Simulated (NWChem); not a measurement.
# I₂Pb in NWChem

```xyz
3

Pb     0.0000     0.0000    -1.0068
I     -2.1936     0.0000     0.7788
I      2.1936     0.0000     0.7788
```
Charge 0, spin multiplicity 1.

Everything below was run with NWChem. Structure: optimised with PBE0/def2-SVP with def2 effective core potentials on I, Pb, a minimum by its harmonic frequencies.

Symmetry labels belong to the abelian group C2v used in the runs, with the axes of the coordinates shown.

Effective core potentials replace the inner electrons of I, Pb; spin-orbit coupling is left out. B3LYP has NWChem's definition, with VWN1-RPA local correlation. The structure started from a generated list of species.

Problem. List the lowest 6 singlet excitations that TD-B3LYP/def2-SVP with def2 effective core potentials on I, Pb, VWN1-RPA local correlation gives, with oscillator strengths.

Solution. 
| state | symmetry | energy (eV) | wavelength (nm) | f |
|---|---|---|---|---|
| 1 | a2 | 2.54 | 489 | 0.000 |
| 2 | b2 | 2.64 | 470 | 0.001 |
| 3 | b1 | 3.11 | 399 | 0.039 |
| 4 | b2 | 3.53 | 351 | 0.003 |
| 5 | a1 | 3.60 | 344 | 0.012 |
| 6 | a2 | 4.09 | 303 | 0.000 |
